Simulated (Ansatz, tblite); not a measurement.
Forces on the cluster Li₁₉⁺ at its PBE/def2-SVP geometry. Charge 1, multiplicity 1.

The xTB rows come from tblite. The restricted singlet is unstable towards broken spin symmetry in Hartree–Fock (as tested in another run); at PBE/def2-TZVP this wasn't settled. The structure comes from a short search, and lower isomers may exist.

GFN1-xTB (tblite), largest force 0.49 eV/Å:

```xyz
19
positions Å, forces eV/Å
Li   -1.391    0.341   -0.811   -0.392    0.111   -0.249
Li    1.249    0.992   -0.395    0.349    0.287   -0.129
Li    0.872    1.499    2.299   -0.012    0.031    0.048
Li    0.610   -0.869   -2.494    0.026   -0.049   -0.094
Li    3.535    0.688    1.081   -0.141    0.006   -0.062
Li    0.709   -3.921    1.471   -0.051    0.267   -0.056
Li   -2.552   -0.524   -3.052    0.106    0.036    0.156
Li    0.056   -1.111    1.052    0.025   -0.341    0.345
Li   -1.047   -2.747   -0.842    0.032   -0.015   -0.012
Li    2.366   -1.843   -0.236   -0.006   -0.038   -0.012
Li    1.691   -1.420    3.143   -0.103    0.016   -0.131
Li    2.377    3.448   -0.101   -0.105   -0.203    0.003
Li   -3.499   -1.182    0.063    0.118    0.075   -0.023
Li   -0.080    2.080   -2.782    0.009   -0.082    0.093
Li   -3.613    1.899   -0.998    0.186   -0.128    0.049
Li    3.241    0.965   -2.182   -0.153   -0.026    0.120
Li   -2.141    0.818    1.831   -0.006    0.026    0.032
Li   -1.584   -2.151    2.841    0.111    0.068   -0.104
Li   -0.798    3.038    0.113    0.007   -0.040    0.026
```

GFN2-xTB (tblite), largest force 0.41 eV/Å:

```
Li 0.200 -0.028 0.072
Li -0.025 0.034 -0.118
Li -0.255 0.064 -0.269
Li -0.049 0.010 0.240
Li -0.226 0.079 -0.141
Li -0.142 0.311 -0.208
Li 0.190 0.023 0.285
Li -0.089 0.202 -0.223
Li 0.110 0.193 -0.027
Li -0.220 0.110 -0.201
Li 0.041 0.044 0.103
Li -0.147 -0.355 0.056
Li 0.285 0.117 0.055
Li 0.046 -0.299 0.268
Li 0.310 -0.242 0.111
Li -0.250 -0.060 0.216
Li 0.212 -0.014 -0.102
Li -0.060 0.116 -0.233
Li 0.070 -0.304 0.117
```

PBE/def2-TZVP (Ansatz), largest force 0.08 eV/Å:

```
Li -0.006 -0.004 -0.005
Li 0.005 -0.005 0.001
Li 0.003 -0.031 -0.047
Li -0.020 0.044 0.063
Li -0.043 -0.003 -0.016
Li -0.008 0.041 -0.010
Li 0.017 0.014 0.032
Li 0.009 0.000 -0.008
Li 0.010 0.040 0.023
Li -0.033 0.030 0.016
Li -0.023 0.010 -0.028
Li -0.023 -0.040 -0.003
Li 0.038 0.025 -0.009
Li -0.003 -0.031 0.039
Li 0.040 -0.022 0.007
Li -0.033 -0.001 0.028
Li 0.030 -0.033 -0.043
Li 0.024 0.016 -0.021
Li 0.016 -0.051 -0.019
```
